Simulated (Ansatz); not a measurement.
Born–Oppenheimer molecular dynamics of Cl$_{3}$H$_{2}$NSi (7 atoms, charge 0, multiplicity 1). It starts from a relaxed structure.

Theory: RKS PBE0-D4/6-31G in Ansatz.

```
ensemble                      : NVE (velocity Verlet)
time step                     : 0.5 fs
steps asked                   : 250
starting velocities drawn for : 2000 K
seed                          : 949969
```

First frame:

```xyz
7
Properties=species:S:1:pos:R:3
Si -0.009 0.015 0.063
N 0.019 -0.032 1.782
H -0.739 -0.421 2.321
H 0.777 0.363 2.317
Cl 2.019 0.018 -0.642
Cl -0.965 1.749 -0.798
Cl -1.100 -1.692 -0.651
```

Question: How far do the bonds stretch over the last three quarters of this one trajectory? (Pairs bonded in most of those frames.)

Answer: 
| bond | mean (Å) | spread (Å) | shortest | longest |
| --- | --- | --- | --- | --- |
| Si1–N2 | 1.745 | 0.068 | 1.63 | 1.87 |
| Si1–Cl5 | 2.147 | 0.065 | 2.06 | 2.33 |
| Si1–Cl6 | 2.201 | 0.085 | 2.04 | 2.30 |
| Si1–Cl7 | 2.205 | 0.064 | 2.08 | 2.28 |
| N2–H3 | 1.016 | 0.022 | 0.97 | 1.06 |
| N2–H4 | 1.014 | 0.017 | 0.98 | 1.05 |

Mean temperature of the second half: 1050 K. The conserved energy stayed within 0.38 meV per atom of its start (net change 0.19 meV per atom), so the integration is sound. Over the second half the temperature averaged 0.52 of the 2000 K drawn at the start: a run that starts near a minimum puts about half its kinetic energy into the potential. A run of 0.12 ps of so small a system gives no equilibrium averages. Limits of this set-up: no polarisation functions.

Run time: 7.7 min on 2 threads of Arm Neoverse V2, with other jobs on the host, peak memory 0.15 GiB.
